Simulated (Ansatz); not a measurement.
`O=C(O)[Se][GaH2]`. Charge 0, multiplicity 1. The geometry is a stationary point of PBE0-D4/def2-TZVP. It is one conformer, not always the lowest.

```xyz
8

O    -1.208    1.938    1.085
C    -0.542    1.200    0.440
O    -0.574   -0.181    0.666
Se    0.681    1.512   -0.973
Ga    0.847   -0.910   -0.822
H    -1.188   -0.395    1.385
H     2.030   -1.453    0.038
H    -0.045   -1.711   -1.820
```

**Question.** What is the dipole moment at ωB97M-V/def2-TZVPP? (Estimate.)

**Answer.** Computed: 2.69 D, with components (-0.11, -2.64, 0.49) D in this frame, pointing from negative to positive charge.

**Question.** And with PBE, r2SCAN, B3LYP? (An estimate is asked.)

**Answer.** Ansatz gave: PBE 2.49 D, r2SCAN 2.64 D, B3LYP 2.60 D.

**Question.** Give the Mulliken charges with ωB97M-V, r2SCAN, B3LYP in def2-TZVPP. (Best estimate.)

**Answer.** Computed: 
| atom | ωB97M-V | r2SCAN | B3LYP |
| --- | --- | --- | --- |
| O1 | -0.25 | -0.27 | -0.24 |
| C2 | 0.22 | 0.27 | 0.22 |
| O3 | -0.21 | -0.22 | -0.21 |
| Se4 | -0.15 | -0.16 | -0.14 |
| Ga5 | 0.26 | 0.31 | 0.28 |
| H6 | 0.19 | 0.21 | 0.20 |
| H7 | -0.03 | -0.07 | -0.05 |
| H8 | -0.03 | -0.07 | -0.05 |

B3LYP here is the variant with VWN-RPA as its local correlation; programs differ in this.
